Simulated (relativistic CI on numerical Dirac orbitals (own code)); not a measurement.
## Slater and spin-orbit integrals, Cs XXVI

Computed by Dirac-Coulomb-Breit CI, orbitals from a KLI potential per configuration, model QED, unscaled Slater integrals (own radial code, finite nucleus).

Slater integrals F^k, G^k are unscaled and averaged over j, outside the closed core [Ar] 3d10; ζ comes from projecting the Hamiltonian with its Breit term on Σ l·s of the shell.

- 4s.4p: G^1(4s,4p) = 214540, ζ(4p) = 106070 cm⁻¹; <r>(4s) = 0.6134, <r^2>(4s) = 0.4223, <r>(4p) = 0.6289, <r^2>(4p) = 0.4465 (bohr units).
- 4p2: F^2(4p,4p) = 163650, ζ(4p) = 105960 cm⁻¹; <r>(4p) = 0.6294, <r^2>(4p) = 0.4472 (bohr units).
- 4s.4d: G^2(4s,4d) = 157250, ζ(4d) = 12527 cm⁻¹; <r>(4s) = 0.6137, <r^2>(4s) = 0.4227, <r>(4d) = 0.639, <r^2>(4d) = 0.466 (bohr units).

Averages of the first 10 configurations, taken without configuration mixing, which lowers the lowest level and can move excited configurations by several eV; other configurations of the list can lie among them:

| Configuration | Parity | States | Average energy above the lowest level (eV) |
| --- | --- | --- | --- |
| 4s2 | even | 1 | 1.8 |
| 4s.4p | odd | 12 | 65.4 |
| 4p2 | even | 15 | 136.3 |
| 4s.4d | even | 20 | 165.9 |
| 4d2 | even | 45 | 333.0 |
| 4s.4f | odd | 28 | 264.5 |
| 4p.4d | odd | 60 | 233.6 |
| 4f2 | even | 91 | 528.8 |
| 4p.4f | even | 84 | 332.4 |
| 4d.4f | odd | 140 | 430.1 |
